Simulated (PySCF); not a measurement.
# Where the electron goes

Compound: C₅H₅Cl₂NO.
Cartesian coordinates in Å at the GFN2-xTB level; atoms count from 1:
```
atom  x, y, z in Å
C1     2.5485    0.5001    0.6679
C2     1.3490   -0.1947    1.2779
Cl3    1.0039    0.4947    2.9086
Cl4    1.6997   -1.9514    1.4889
C5     0.1565   -0.0748    0.4816
C6    -0.8779   -0.0154   -0.1302
C7    -2.0433    0.1333   -0.9843
N8    -3.1639   -0.3951   -0.4402
O9    -1.9986    0.6744   -2.0633
H10    3.4188    0.3773    1.3078
H11    2.3339    1.5605    0.5518
H12    2.7569    0.0719   -0.3105
H13   -4.0251   -0.3423   -0.9587
H14   -3.1588   -0.8391    0.4606
```

Method used: PySCF 2.14.0, density-fitted response routines, TDDFT CAM-B3LYP/def2-SVPD, vertical, gas phase, core orbitals frozen in the response.

Kohn–Sham orbitals with the atoms that hold most of them (Löwdin shares over 4%, at most four atoms; ? is withheld):

| orbital | ε (eV) | atoms |
| --- | --- | --- |
| LUMO+2 | 0.96 | Cl3 13%, Cl4 12%, H14 12%, C6 12% |
| LUMO+1 | 0.07 | Cl3 27%, Cl4 22%, C2 19%, C6 10% |
| LUMO | -0.64 | ? |
| HOMO | ? | O9 58%, C6 14%, C5 12%, C7 7% |
| HOMO-1 | -9.90 | O9 35%, N8 23%, C7 10%, C5 8% |
| HOMO-2 | -9.92 | N8 27%, C6 18%, C5 17%, Cl4 14% |
| HOMO-3 | -10.36 | Cl4 44%, Cl3 42% |

Question: Give the leading atoms of the LUMO.

Answer: C5 (bonded to 2 C) 18%; C6 (bonded to 2 C) 16%; C7 (bonded to C, N and O) 15%; O9 (bonded to C) 12%. By element: carbon 48% or more, oxygen 12%.

Question: What is the HOMO energy, and the HOMO–LUMO gap?

Answer: ε(HOMO) = -9.57 eV; the gap is 8.93 eV (0.3281 hartree).

Question: The HOMO–LUMO gap is 8.93 eV. Where does the response calculation put the lowest singlet, and from which orbitals?

Answer: S1 is at 4.84 eV (f = 0.0004), 4.09 eV below the gap, made of HOMO→LUMO (88%). 

Next come S2 at 5.64 eV (f 0.0013), HOMO-4→LUMO (74%), HOMO-5→LUMO (9%); S3 at 5.77 eV (f 0.088), HOMO-2→LUMO (43%), HOMO-1→LUMO (23%), HOMO→LUMO+1 (12%); S4 at 6.16 eV (f 0.0003), HOMO-2→LUMO+1 (57%), HOMO-1→LUMO+1 (28%); S5 at 6.47 eV (f 0.087), HOMO-2→LUMO (40%), HOMO-1→LUMO (37%).

Löwdin shares depend on the basis, the more so with diffuse functions.

One conformer stands for the species.
